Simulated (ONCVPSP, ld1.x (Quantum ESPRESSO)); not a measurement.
**Potentials for Ne (Z = 10) compared**

Generated with ld1.x 7.5 (TM, RRKJ, ultrasoft, PAW), atompaw 4.2 or ONCVPSP 4.0.1. The cutoff is in Ry: for ld1.x and atompaw files where the sum of valence levels is converged to 10 mRy in a Bessel basis, for ONCV files where the hardest occupied wave has 1 mHa per electron of residual kinetic energy. The error is the largest all-electron minus pseudo excitation energy over each file’s own four to seven test configurations (ionisations up to +4, promotions, holes and added fractions of an electron), all of which were solved. The labels leave out finer settings (local radius, basis sizes, second energies), which also bear on the numbers. Spin-polarised tests are not counted. The rows are a selection from randomly drawn settings: files with unsolved tests, undetermined cutoffs or missed reference levels are left out.

```csv
potential,cutoff (Ry),largest error (meV),bound ghosts
"ONCV, LDA (Perdew-Zunger), non-relativistic, rc 0.60/1.50 (sp), local smoothed, core correction yes, reference 2s2 2p6, qcut 11/9.1, projectors 2/2",175,+5116,none
"ONCV, PBE, scalar-relativistic, rc 0.60/0.70/0.65 (spd), local smoothed, core correction yes, reference 2s2 2p4, qcut 11/12.4/13.2, projectors 2/2/2",250,+196,none
"ONCV, PBE, fully relativistic, rc 0.60/1.05/1.00 (spd), local smoothed, core correction yes, reference 2s2 2p5, qcut 8.9/16.2/8.3, projectors 2/2/2",756,+127,none
"ONCV, PBE, scalar-relativistic, rc 0.70/1.30/1.45 (spd), local s, core correction yes, reference 2s2 2p6, qcut 8.8/12.9/5.5, projectors 0/2/2",707,+1954,none
"ultrasoft, revPBE, scalar-relativistic, rc 0.96/1.42/1.30 (spd), local smoothed, core correction yes, reference 2s2 2p6",45,-28,none
```

Question: Fill in the row for Ne: ONCV, PBE, scalar-relativistic, rc 0.75/1.15/1.00 (spd), local s, core correction yes, reference 2s2 2p5, qcut 9.4/15/10.7, projectors 0/3/2.

Answer: cutoff 152 Ry, largest error +256 meV, bound ghosts: none.

Question: Fill in the row for Ne: ONCV, LDA (Perdew-Wang 92), non-relativistic, rc 0.75/1.15 (sp), local s, core correction yes, reference 2s2 2p4, qcut 8.6/14.1, projectors 0/2.

Answer: cutoff 277 Ry, largest error +688 meV, bound ghosts: none.

Question: Fill in the row for Ne: ONCV, PBE, scalar-relativistic, rc 0.60/0.75/0.55 (spd), local smoothed, core correction no, reference 2s2 2p5, qcut 10.9/11.3/16.2, projectors 1/2/3.

Answer: cutoff 427 Ry, largest error +103 meV, bound ghosts: none.
